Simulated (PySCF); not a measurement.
BrCl, charge -1, doublet, at the geometry of the source list (a state made from the parent by changing its charge; the spin is typed, not shown lowest); WB97M-V/def2-SVPD (PySCF).

Here is a job for PySCF.
```python
from pyscf import gto, scf, dft

mol = gto.M(
    atom='''
Cl    1.06790000    0.00000000    0.00000000
Br   -1.06790000    0.00000000    0.00000000
''',
    basis='def2-svpd',
    charge=-1,
    spin=1,
    verbose=4,
)

mf = dft.UKS(mol)
mf.xc = 'wb97m_v'
mf.grids.atom_grid = (99, 590)
mf.grids.prune = None
mf.kernel()
```

Output, abridged:

```
PySCF version 2.14.0

[INPUT] verbose = 4
[INPUT] num. atoms = 2
[INPUT] num. electrons = 53
[INPUT] charge = -1
[INPUT] spin (= nelec alpha-beta = 2S) = 1
[INPUT] symmetry False subgroup None
[INPUT] Mole.unit = angstrom
[INPUT] Symbol           X                Y                Z      unit          X                Y                Z       unit  Magmom
[INPUT]  1 Cl     1.067900000000   0.000000000000   0.000000000000 AA    2.018038528423   0.000000000000   0.000000000000 Bohr   0.0
[INPUT]  2 Br    -1.067900000000   0.000000000000   0.000000000000 AA   -2.018038528423   0.000000000000   0.000000000000 Bohr   0.0

nuclear repulsion = 147.420376672629
number of shells = 26
number of NR pGTOs = 128
number of NR cGTOs = 68
basis = def2-svpd
ecp = {}

******** <class 'pyscf.dft.uks.UKS'> ********
method = UKS
initial guess = minao
damping factor = 0
level_shift factor = 0
DIIS = <class 'pyscf.scf.diis.CDIIS'>
diis_start_cycle = 1
diis_space = 8
diis_damp = 0
SCF conv_tol = 1e-09
SCF conv_tol_grad = None
SCF max_cycles = 50
direct_scf = True
direct_scf_tol = 1e-13
number electrons alpha = 27  beta = 26
XC library pyscf.dft.libxc version 7.1.2
    S. Lehtola, C. Steigemann, M. J. T. Oliveira, and M. A. L. Marques,  SoftwareX 7, 1–5 (2018)
XC functionals = wb97m_v
    N. Mardirossian and M. Head-Gordon,  J. Chem. Phys. 144, 214110 (2016)
radial grids:
    Treutler-Ahlrichs [JCP 102, 346 (1995); DOI:10.1063/1.469408] (M4) radial grids

becke partition: Becke, JCP 88, 2547 (1988); DOI:10.1063/1.454033
pruning grids: None
grids dens level: 3
symmetrized grids: False
atomic radii adjust function: <function treutler_atomic_radii_adjust>
User specified grid scheme (99, 590)
** Following is NLC and NLC Grids **
NLC functional = wb97m_v
radial grids:
    Treutler-Ahlrichs [JCP 102, 346 (1995); DOI:10.1063/1.469408] (M4) radial grids

becke partition: Becke, JCP 88, 2547 (1988); DOI:10.1063/1.454033
pruning grids: <function nwchem_prune>
grids dens level: 3
symmetrized grids: False
atomic radii adjust function: <function treutler_atomic_radii_adjust>
small_rho_cutoff = 0
Set gradient conv threshold to 3.16228e-05
tot grids = 116824
tot grids = 39304
init E= -3032.72166429576

cycle= 1 E= -3033.73623970408  delta_E= -1.01  |g|= 0.173  |ddm|= 1.31
cycle= 2 E= -3033.75754249298  delta_E= -0.0213  |g|= 0.107  |ddm|= 0.957
cycle= 3 E= -3033.76282547439  delta_E= -0.00528  |g|= 0.0179  |ddm|= 0.247
cycle= 4 E= -3033.76302697067  delta_E= -0.000201  |g|= 0.00563  |ddm|= 0.0469
cycle= 5 E= -3033.76306837154  delta_E= -4.14e-05  |g|= 0.00167  |ddm|= 0.0224
cycle= 6 E= -3033.76307214408  delta_E= -3.77e-06  |g|= 0.000641  |ddm|= 0.00718
cycle= 7 E= -3033.76307317044  delta_E= -1.03e-06  |g|= 0.000248  |ddm|= 0.00508
cycle= 8 E= -3033.76307338191  delta_E= -2.11e-07  |g|= 8.85e-05  |ddm|= 0.00335
cycle= 9 E= -3033.76307340033  delta_E= -1.84e-08  |g|= 3.19e-05  |ddm|= 0.0012
cycle= 10 E= -3033.76307340224  delta_E= -1.9e-09  |g|= 5.75e-06  |ddm|= 0.000398
cycle= 11 E= -3033.76307340231  delta_E= -7.73e-11  |g|= 1.63e-06  |ddm|= 5.15e-05
Extra cycle  E= -3033.76307340232  delta_E= -5.91e-12  |g|= 8.04e-07  |ddm|= 1.85e-05
converged SCF energy = -3033.76307340232  <S^2> = 0.75246009  2S+1 = 2.0024586
```
